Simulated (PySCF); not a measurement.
C3H4FNSSi, SMILES Fc1scnc1[SiH3].

Coordinates come from a ωB97X-D3(BJ)/def2-SVP optimisation. This is a generated structure with no PubChem entry under its InChIKey; it may be hypothetical.

Vertical ionisation energy (IE) and electron affinity (EA) in eV. Rows of orbital energies are one-electron estimates. Where ΔSCF, EOM or ADC give a negative EA the extra electron is unbound and the value depends on the basis.

```csv
level,IE,EA
"−ε(HOMO), −ε(LUMO), ωB97X/def2-TZVP (PySCF)",9.62,-1.09
"−ε(HOMO), −ε(LUMO), PBE/def2-TZVP (PySCF)",___,___
```

### Question
Complete the blanks. (The exact figures need the calculation; the answer reports its results.)

### Answer

- −ε(HOMO), −ε(LUMO), PBE/def2-TZVP (PySCF), IE: 6.30
- −ε(HOMO), −ε(LUMO), PBE/def2-TZVP (PySCF), EA: 1.93
